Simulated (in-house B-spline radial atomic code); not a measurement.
**RPA and G0W0 on LDA VWN5: the palladium ion Pd⁵⁺**

Configuration [Kr] 4d5, highest spin, mean-field start LDA VWN5. Computed with a B-spline radial code for spherical atoms: all electrons, non-relativistic, point nucleus, each spin shell either full or empty, empty states to l = 9 with an (l + 1/2)⁻⁴ tail; G0W0 by contour deformation at full frequency.

Without relativity these are model numbers: it shifts the levels of so heavy an element strongly and can reorder them.

Command:
```bash
python run_gw.py task.json out
```
Settings (radii: box in bohr, nucleus in fm):
```
Z                        46
electrons                41
configuration            [Kr] 4d5
hamiltonian              nr
method                   lda,vwn
lmax                     9
spin_polarised           True
box_radius               10.43
intervals                51
```

Run time, properties included: 4.4 s on 1 thread of Arm Neoverse N1, with other jobs on the host.

Energies (hartree):

```
                                     term        value
                         mean-field total  -4928.85970
Hartree-Fock functional on these orbitals  -4931.82612
                      direct second order      -3.4779
                    second-order exchange      0.99612
                         SOSEX correction      0.93302
```

What is the RPA correlation energy, and what remains with SOSEX?

RPA gives -3.0975 hartree (-2.06 eV per electron); RPA + SOSEX gives -2.1645, and the second-order doubles -2.4818 hartree (no singles). SOSEX takes back 30 % of the RPA value.

Quasi-particle levels (eV):

| level | occupied | mean field | Σx - vxc | Σc | QP weight | G0W0 |
| --- | --- | --- | --- | --- | --- | --- |
| 4d up | yes | -76.68 | -9.18 | ? | ? | ? |
| 4p down | yes | -121.84 | -9.52 | -0.04 | 0.940 | -131.39 |
| 4d down | no | -72.32 | 11.98 | -4.06 | 0.955 | -64.40 |

G0W0 = mean field + (Σx - vxc) + Σc, with Σc (partial-wave tail included) taken at the quasi-particle energy. Only the outer levels were computed. Levels of low weight are left out.

Where does G0W0 put 4d up?

At -85.84 eV, with Σc = 0.02 eV and a quasi-particle weight of 0.955. The tabulated removal energy is 84.1 ± 2 eV (NIST, tabulated theory); the calculation leaves out relativity, Breit and QED terms, and what these don't explain is the method's own error.
